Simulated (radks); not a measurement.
Results of a calculation; reference values are marked as such.
Problem. Ta41+, 32 electrons, occupied as [Ar] 3d10 4s2 4p2 (the NIST ground configuration). Level of theory: Dirac Kohn-Sham, PBE, spin-unpolarised, spherical densities, point nucleus; open shells are shared between the two j in proportion to 2j + 1 (a radial shooting solver on a logarithmic mesh with Libxc functionals).

Spin-orbit splittings of the eigenvalues, e(l+1/2) - e(l-1/2), with zeta = 2 splitting/(2l+1) and mean radii in bohr:

| shell | occ. | splitting (eV) | zeta (eV) | <r> j=l-1/2 | <r> j=l+1/2 |
|---|---|---|---|---|---|
| 2p | 6 | ? | ? | 0.06477 | 0.07258 |
| 3p | 6 | 284.6 | 189.7 | 0.1909 | 0.2045 |
| 3d | 10 | 62.82 | 25.13 | 0.1784 | 0.1826 |
| 4p | 2 | 92.79 | 61.86 | 0.4003 | 0.4198 |
| 4d | 0 | 20.35 | 8.141 | 0.4069 | 0.4124 |

Estimate the 2p splitting.

Solution. 1274 eV (zeta = 849.5 eV).
